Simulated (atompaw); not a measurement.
# What one change does to a pseudopotential (germanium (Ge), PAW (atompaw))

```
Element                 : germanium
Generator               : atompaw 4.2.0.5
Type                    : PAW
Functional              : PBE
Relativity              : scalar-relativistic
Frozen core             : [Ar] 3d10
Valence charge          : 4
Reference configuration : 4s2 4p2
Partial waves           : 4s (bound): rc 1.30 bohr; 4s channel at 1.75 Ry: rc 1.30 bohr; 4p (bound): rc 2.20 bohr; 4p channel at 3.55 Ry: rc 2.20 bohr; 4d channel at -0.05 Ry: rc 2.10 bohr; 4d channel at 1.6 Ry: rc 2.20 bohr
Local potential         : bessel scheme, radius 2.15 bohr
Core correction         : smooth core density matched at 2.10 bohr
Augmentation charge     : sinc compensation charge, radius 1.95 bohr; PAW radius 2.20 bohr; waves and projectors: custom polynom vanderbiltortho
```

Change: reference 4s1 4p3.

Cutoffs: the cutoffs (Ry, on a coarse ladder) from which the occupation-weighted sum of valence levels, in a spherical-Bessel basis at the reference potential, stays within 10 and 1 mRy of its value at 400 Ry; they do not see the model core or the augmentation charge, which bear on the density cutoff.

What does the change do?

The potential gets softer (30 Ry and 50 Ry → 25 Ry and 35 Ry); both files keep a bound ghost (s).

```tsv
quantity	base	changed
cutoff, loose	30 Ry	25 Ry
cutoff, tight	50 Ry	35 Ry
bound ghosts	s	s
s: phases at 2.21 bohr within 0.05 rad from the reference energy up to (Ry; the scan ends near 5)	to the end of the scan	to the end of the scan
p: phases at 2.21 bohr within 0.05 rad from the reference energy up to (Ry; the scan ends near 5)	to the end of the scan	to the end of the scan
d: phases at 2.21 bohr within 0.05 rad from the reference energy up to (Ry; the scan ends near 5)	0.7	1.2
lowest overlap eigenvalue by channel	s 0.98, p 0.61, d 0.92	s 0.98, p 0.60, d 0.91
```

 A true bound ghost makes a file unfit for plane-wave use even where its test errors are small: the radial tests pick states by their node count and pass the ghost by. The cutoffs see the waves, projectors and local potential, not the compensation charge or the core.
